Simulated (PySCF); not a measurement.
Working out the excitation energy of Ge

Ge [Ar] 3d10 4s2 4p2 (3P) → Ge [Ar] 3d10 4s1 4p3 (5S). Computed with PySCF 2.14 in x2c-TZVPPall (6s5p4d1f, 48 functions), with the spin-free X2C one-electron Hamiltonian (Gaussian nucleus). Frozen: [Ar] 3d10. Energies in hartree (1 hartree = 27.21139 eV):

```tsv
part	Ge (lower)	Ge (upper)
UHF	-2097.048211	-2096.918084
CCSD correlation	-0.063742	-0.024191
(T)	-0.001727	-0.000334
```

What does Hartree-Fock give?

(-2096.918084) − (-2097.048211) = 0.130127 hartree = 3.541 eV.

What do CCSD and CCSD(T) give?

The CCSD correlation energies differ by 0.039551 hartree = 1.076 eV and the triples by 0.001393 hartree = 0.038 eV, so CCSD gives 4.617 eV and CCSD(T) 4.655 eV.

Measured between the centres of the two terms (NIST): 5.078 eV, so CCSD(T) (valence) is off by -0.423 eV.

What remains against the reference includes basis incompleteness, the frozen core and higher excitations.
